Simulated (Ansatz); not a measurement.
Reaction (formal hydrolysis of the Si–N bond): `N[SiH](S)I` + H₂O → `O[SiH](S)I` + NH₃

Isolated molecules relaxed with PBE0-D4/def2-TZVP in Ansatz; ΔE leaves out vibrations. CCSD(T)/CBS is the MP2 limit (def2-TZVPP, def2-QZVPP) plus CCSD(T) − MP2 in def2-TZVPP, frozen cores. This one scheme is used for every species. Functionals use def2-TZVPP. def2 core potentials past Kr. For I outer-core shells are correlated without core-valence functions, which leaves a few kJ/mol of doubt a bond. Each species was taken in one conformer, which may not be the lowest.

(1) Is it downhill or uphill in electronic energy at CCSD(T)/CBS, and by how much? (An estimate is asked.)

(2) What do these levels give: r2SCAN-D4, B97M-V, BHLYP-D4, ωB97X-V, B2PLYP, PBE, BLYP, r2SCAN, r2SCANh, r2SCAN0, MP2/def2-TZVPP, HF/def2-QZVPP? (Estimate.)

Largest T1 diagnostic among the species: 0.010.

Answers

(1) Computed: Downhill: ΔE = -8.4 kcal/mol.

(2) Ansatz gave: r2SCAN-D4 -9.4, B97M-V -10.2, BHLYP-D4 -9.2, ωB97X-V -9.2, B2PLYP -9.6, PBE -8.9, BLYP -10.1, r2SCAN -9.6, r2SCANh -9.4, r2SCAN0 -9.2, MP2/def2-TZVPP -8.7, HF/def2-QZVPP -10.4 kcal/mol.

Leaving LDA and LC-ωPBE aside and taking each functional with its dispersion term where it has one, the values, not all of them listed here, spread over 2.2 kcal/mol, from B97M-V to revPBE-D4. LDA lies +0.7 kcal/mol from PBE without D4. In def2-TZVPP, CCSD(T) changes the Hartree–Fock value by +1.3 kcal/mol (the triples alone add +0.1 kcal/mol) and MP2 by +1.7 kcal/mol.
